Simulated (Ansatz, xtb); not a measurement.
**Ranking isomers of H8InNO2Si2**

3 gas-phase structures of H8InNO2Si2, from a drawn sample of its isomers (lower ones may exist). Each was relaxed with GFN2-xTB:

A. a singlet given by its coordinates
B. `[NH2][In]([O][SiH3])[O][SiH3]`, a singlet
C. a singlet given by its coordinates

A (Å):

```json
{"atom": "In", "x (Å)": "-0.1176", "y (Å)": "1.7808", "z (Å)": "-2.3052"}
{"atom": "N", "x (Å)": "0.1979", "y (Å)": "2.9934", "z (Å)": "0.0968"}
{"atom": "O", "x (Å)": "-0.1674", "y (Å)": "-1.9279", "z (Å)": "-1.0441"}
{"atom": "O", "x (Å)": "-1.1322", "y (Å)": "0.5608", "z (Å)": "-0.7777"}
{"atom": "Si", "x (Å)": "0.8718", "y (Å)": "-1.8674", "z (Å)": "-2.2425"}
{"atom": "Si", "x (Å)": "-1.2494", "y (Å)": "-0.9256", "z (Å)": "-0.2766"}
{"atom": "H", "x (Å)": "-0.3415", "y (Å)": "3.7777", "z (Å)": "0.4511"}
{"atom": "H", "x (Å)": "1.0497", "y (Å)": "2.9402", "z (Å)": "0.6467"}
{"atom": "H", "x (Å)": "0.2271", "y (Å)": "-1.4004", "z (Å)": "-3.4961"}
{"atom": "H", "x (Å)": "1.9615", "y (Å)": "-0.9011", "z (Å)": "-1.9441"}
{"atom": "H", "x (Å)": "1.3710", "y (Å)": "-3.2349", "z (Å)": "-2.3539"}
{"atom": "H", "x (Å)": "-2.5423", "y (Å)": "-1.5391", "z (Å)": "-0.5845"}
{"atom": "H", "x (Å)": "-0.8478", "y (Å)": "-1.0567", "z (Å)": "1.1288"}
{"atom": "H", "x (Å)": "-0.3383", "y (Å)": "2.1473", "z (Å)": "0.2961"}
```

Close contacts (Å): In1–N2 2.71, In1–O4 2.20, O3–Si5 1.59, O3–Si6 1.66, O4–Si6 1.57, N2–H7 1.02, N2–H8 1.02, N2–H14 1.02, Si5–H9 1.49, Si5–H10 1.49, Si5–H11 1.46, Si6–H12 1.46, Si6–H13 1.47.

C (Å):

```yaml
atoms:
  - { symbol: In, position_ang: [-1.6545, -3.3325, -2.1785] }
  - { symbol: N, position_ang: [-0.9320, -3.6474, 0.3479] }
  - { symbol: O, position_ang: [-0.5562, -1.0350, -1.7883] }
  - { symbol: O, position_ang: [0.7370, -3.2452, -1.6651] }
  - { symbol: Si, position_ang: [-0.0381, 0.4484, -1.3740] }
  - { symbol: Si, position_ang: [0.7939, -3.7516, -0.1821] }
  - { symbol: H, position_ang: [-1.1729, -4.3488, 1.0367] }
  - { symbol: H, position_ang: [-1.1036, -2.7514, 0.7883] }
  - { symbol: H, position_ang: [-1.2242, 1.2835, -1.5809] }
  - { symbol: H, position_ang: [0.3790, 0.4665, 0.0331] }
  - { symbol: H, position_ang: [1.0709, 0.8510, -2.2413] }
  - { symbol: H, position_ang: [1.1242, -5.1702, 0.0030] }
  - { symbol: H, position_ang: [1.5822, -2.8919, 0.7131] }
  - { symbol: H, position_ang: [0.1133, -1.7755, -1.7121] }
```

Close contacts (Å): In1–N2 2.65, In1–O3 2.58, In1–O4 2.45, In1–Si6 3.19, N2–Si6 1.81, O3–Si5 1.63, O4–Si6 1.57, In1–H14 2.40, N2–H7 1.01, N2–H8 1.01, O3–H14 1.00, Si5–H9 1.47, Si5–H10 1.47, Si5–H11 1.46, Si6–H12 1.47, Si6–H13 1.47.

Q: Which do you expect lowest at r2SCAN-D4/def2-SVP, and how would the others follow?

A: Calculated order at r2SCAN-D4/def2-SVP: A (0.0), C (13.2), B (56.5) kcal/mol.

Energies above the lowest of each column, in kcal/mol:

| structure | GFN2-xTB | HF/STO-3G | r2SCAN-D4/def2-SVP |
| --- | --- | --- | --- |
| A | 0.0 | 39.2 | 0.0 |
| C | 15.2 | 39.6 | 13.2 |
| B | 86.2 | 0.0 | 56.5 |

r2SCAN-D4/def2-SVP puts A lowest; HF/STO-3G picks B. Some further structures that were screened fall inside this span and aren't listed. Flexible structures stand in one conformer each, not always the lowest. Frequencies (GFN2-xTB) were run for B alone. Atoms past krypton carry core potentials in the def2 sets, without spin–orbit terms.

Programs: Ansatz 0.2.0, xtb 6.7.1.
